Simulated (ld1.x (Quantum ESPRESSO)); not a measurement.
## Ge (Z = 32): excitation energies, all-electron against TM

ld1.x (Quantum ESPRESSO) 7.5 input, shortened:

```
&input
   title='Ge', zed=32., rel=1, dft='PBESOL', iswitch=3,
   config='[Ar] 3d10 4s2 4p1 4d-2'
 /
 &inputp
   pseudotype=2, tm=.true., lloc=0,
   nlcc=.false.
 /
3
4P  2  1   1.00   0.00  2.20  2.20  0.0
4D  3  2  -2.00   0.25  2.30  2.30  0.0
4S  1  0   2.00   0.00  1.90  1.90  0.0
 &test
   configts(1)='4s2 4p1'
 /
```

Energies are relative to the spin-unpolarised reference configuration 4s2 4p1; without spin polarisation the order of configurations can differ from experiment.

```csv
valence configuration,charge,ΔE all-electron (eV),error AE − PS (meV)
4s2 4p2,0,-7.453,-2.8
4s2 4p0,+2,15.449,-7.0
4s1 4p0,+3,50.237,+45
4s1 4p2,+1,8.730,+11
4s2 4p1.5,+0.5,-4.648,-0.7
4s2 4p2.3,-0.3,-8.336,-4.0
```

Task: What are ΔE and the potential's error for 4s1 4p3?

Result: ΔE = 0.528 eV all-electron; the error (AE − PS) is +6.3 meV.

ld1.x printed “convergence not achieved” for 6 of the counted tests; their residual had stalled under 1e-8, short of the target of 1e-14.
